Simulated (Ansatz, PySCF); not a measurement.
This PySCF input computes a BLYP/def2-TZVPD energy:

```python
from pyscf import gto, scf, dft

mol = gto.M(
    atom='''
    C    -0.70135988    0.09443554    0.00755393
    N     0.53274901   -0.32205473   -0.03424666
    H    -0.76010881    1.24268472    0.13805788
    H     1.23902506    0.44508517    0.05634518
    ''',
    basis='def2-tzvpd',
    charge=-1,
    spin=0,
    verbose=4,
)

mf = dft.RKS(mol, xc='blyp').density_fit(auxbasis='def2-universal-jkfit')
mf.grids.level = 3
mf.conv_tol = 1e-9
mf.max_cycle = 100
mf.max_memory = 1500
mf.kernel()
if not mf.converged:
    mf = mf.newton()
    mf.kernel(mf.make_rdm1())
mf.analyze()
```

Problem. Write an input for the same energy in Ansatz (a first-principles code) and say what it gives.

Solution. 
Ansatz 0.2 input:
```yaml
crystal:
  periodic: [false, false, false]
  atoms:
    - {symbol: C, position_ang: [-0.70135988, 0.09443554, 0.00755393]}
    - {symbol: N, position_ang: [0.53274901, -0.32205473, -0.03424666]}
    - {symbol: H, position_ang: [-0.76010881, 1.24268472, 0.13805788]}
    - {symbol: H, position_ang: [1.23902506, 0.44508517, 0.05634518]}
basis:
  gaussian:
    orbitals: def2-TZVPD
hamiltonian:
  xc: {name: BLYP}
total_charge: -1
output: {forces: true}
```
It gives -93.98452 Eh, and PySCF -93.98457 Eh, a difference of 0.05 mEh, from the treatment of integrals and grids.

It need not be the lowest isomer of its formula. Whether it binds its extra electron was not tested at this geometry.
